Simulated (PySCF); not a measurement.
PySCF 2.14 output of an unrestricted B97-3 calculation on a single atom or ion in def2-QZVPPD, with no relativity, point nucleus:

```
SCF conv_tol = 1e-09
number electrons alpha = 18  beta = 16
    T. W. Keal and D. J. Tozer.,  J. Chem. Phys. 123, 121103 (2005)
cycle= 1 E= -2752.17202179597  delta_E= -0.0108  |g|= 0.0556  |ddm|= 0.129
cycle= 2 E= -2752.17216418869  delta_E= -0.000142  |g|= 0.0357  |ddm|= 0.0196
cycle= 3 E= -2752.17224763694  delta_E= -8.34e-05  |g|= 0.0032  |ddm|= 0.00793
cycle= 4 E= -2752.17224899129  delta_E= -1.35e-06  |g|= 0.000351  |ddm|= 0.00144
cycle= 5 E= -2752.17224902295  delta_E= -3.17e-08  |g|= 2.29e-05  |ddm|= 0.000242
cycle= 6 E= -2752.17224902305  delta_E= -1.04e-10  |g|= 2.33e-06  |ddm|= 1.99e-05
converged SCF energy = -2752.17224902305  <S^2> = 2.0029279  2S+1 = 3.0019513
```

The run itself started from symmetry-adapted Hartree-Fock orbitals and held the occupation by maximum overlap, on a logarithmic radial grid, so the iterations belong to that start.

**Question.** Which element, charge and spin multiplicity is this?

**Answer.** Kr(2+) (krypton, charge +2), multiplicity 3; the state was [Ar] 3d10 4s2 4p4, high-spin 3P determinant.
